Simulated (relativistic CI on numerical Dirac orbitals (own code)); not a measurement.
Computed by Dirac-Coulomb-Breit CI, KLI orbitals optimised for each configuration, model QED (radiative potential, 1s self-energy scaled to tabulated hydrogen-like ionisation energies), valence Slater integrals scaled by 0.85, P86 correlation estimate, and configurations built on the next ion tied to the tabulated ionisation energy (semi-empirical) (own radial code, finite nucleus).

Configuration list (outside the closed core 1s2): 2s2 2p6, 2s2 2p5 3s, 2s2 2p5 3p, 2s2 2p5 3d, 2s2 2p5 4s, 2s2 2p5 4p, 2s2 2p5 4d, 2s2 2p5 4f, 2s2 2p4 3s2, 2s 2p6 3s, 2s2 2p4 3s 3p, 2s 2p6 3p, 2s2 2p4 3p2, 2s2 2p4 3s 3d, 2s 2p6 3d, 2s2 2p4 3p 3d. Levels of other configurations are missing.

Configurations that consist of the next ion and one excited electron were tied to the tabulated ionisation energy; Rydberg ones are usually within 1,000 to 3,000 cm⁻¹ and the lowest ones within about 6,000 (9,000 in d shells), while levels on excited terms of the next ion carry the error of that term, and the other configurations can be misplaced by 10,000 cm⁻¹ or more. Rates follow the energies as ν³ (E1, M1) or ν⁵ (E2), so rates, branching and lifetimes can be off by large factors. The fine structure of a lone outer electron comes out too small, for d and f at times inverted, and misplaced configurations move strength between like terms. 14 of the 16 excited levels that our extract of the measured tables holds in this range could be paired (the sources list more); they are missed by 1872 cm⁻¹ on average and 4392 at most, and levels without a partner can miss by more.

Outline of the computed level scheme of Al IV. Lowest level of each configuration: 2s2 2p6 1S_0 at 0.000 eV; 2s2 2p5 3s 3P°_2 at 76.697 eV; 2s2 2p5 3p 3S_1 at 83.743 eV; 2s2 2p5 3d 3P°_0 at 94.333 eV; 2s2 2p5 4s 3P°_2 at 99.536 eV; 2s2 2p5 4p 3S_1 at 102.066 eV; 2s2 2p5 4d 3P°_0 at 105.741 eV.

Some strong electric-dipole decays among the lowest 45 levels: 2s2 2p5 3d 1P°_1 → 2s2 2p6 1S_0 (1.2e+11 s⁻¹); 2s2 2p5 3s 1P°_1 → 2s2 2p6 1S_0 (2.0e+10 s⁻¹); 2s2 2p5 3d 3D°_1 → 2s2 2p6 1S_0 (1.3e+10 s⁻¹); 2s2 2p5 4s 1P°_1 → 2s2 2p6 1S_0 (4.1e+09 s⁻¹); 2s2 2p5 4s 3P°_1 → 2s2 2p6 1S_0 (2.2e+09 s⁻¹); 2s2 2p5 3p 1S_0 → 2s2 2p5 3s 1P°_1 (2.2e+09 s⁻¹); 2s2 2p5 3d 3F°_4 → 2s2 2p5 3p 3D_3 (2.0e+09 s⁻¹); 2s2 2p5 3s 3P°_1 → 2s2 2p6 1S_0 (1.8e+09 s⁻¹).

Rates of lines that live on the mixing of spin multiplicities can be off by large factors.

LS names give the leading component of a level, which can be under half, so a name can repeat, a term be missing and a line seem to break the LS rules.
